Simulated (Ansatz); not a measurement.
The pair A = SiH4 (SMILES [SiH4]) (first 5 atoms), B = HI (SMILES I); geometry from B3LYP-D3(BJ)/def2-TZVP.
(charge 0, multiplicity 1):
| atom | x (Å) | y (Å) | z (Å) |
|---|---|---|---|
| Si | -0.4712 | 0.1245 | 0.0126 |
| H | 1.0052 | 0.1071 | -0.0737 |
| H | -0.9277 | -0.9716 | 0.8969 |
| H | -1.0466 | -0.0714 | -1.3386 |
| H | -0.9268 | 1.4215 | 0.5584 |
| I | 0.9681 | 0.3996 | 3.8459 |
| H | 0.0442 | -0.9250 | 3.8341 |

Cores are frozen in the correlated methods. Filled d and f shells under p-block atoms count as core. MP2 and its Hartree–Fock in def2-QZVPPD are density fitted.

Codes used: Ansatz (Gaussian basis) for Hartree–Fock, density functionals and correlated methods. Values without a source in brackets are computed. In def2 rows elements past Kr take small-core potentials, without spin–orbit coupling.

The counterpoise-corrected interaction energy is E(AB) − E(A in the pair's basis) − E(B in the pair's basis). Total energies (hartree):

```csv
level,AB,A in the pair's basis,B in the pair's basis
HF/def2-TZVPPD,-588.5001024,-291.2586156,-297.2427926
MP2/def2-TZVPPD,-588.7977615,-291.4027519,-297.3937973
HF/def2-QZVPPD,-588.5105856,-291.2679074,-297.2439787
MP2/def2-QZVPPD,-588.8362587,-291.4211210,-297.4136411
CCSD(T)/def2-TZVPPD,-588.8566387,-291.4363969,-297.4191923
```

Q: Work out the counterpoise-corrected interaction energy at the basis-set limit: extrapolate the MP2 correlation part as X⁻³, take Hartree–Fock from the larger set, and add the CCSD(T) − MP2 difference of def2-TZVPPD.

A: 
1. Differences (1 hartree = 627.509 kcal/mol): HF/def2-TZVPPD 0.819; MP2/def2-TZVPPD -0.761; HF/def2-QZVPPD 0.816; MP2/def2-QZVPPD -0.939; CCSD(T)/def2-TZVPPD -0.659.
2. Correlation parts, MP2 less HF: -1.580 in def2-TZVPPD (X = 3), -1.755 in def2-QZVPPD (X = 4).
3. Limit (4³·(-1.755) − 3³·(-1.580))/(4³ − 3³) = -1.883; with HF/def2-QZVPPD it gives -1.067.
4. CCSD(T) less MP2 in def2-TZVPPD: 0.102.
Result: -0.96 kcal/mol, against -0.76 at MP2/def2-TZVPPD. It is an estimate of this method's limit, not of the exact value.

Ansatz is a quantum-chemistry and plane-wave program.
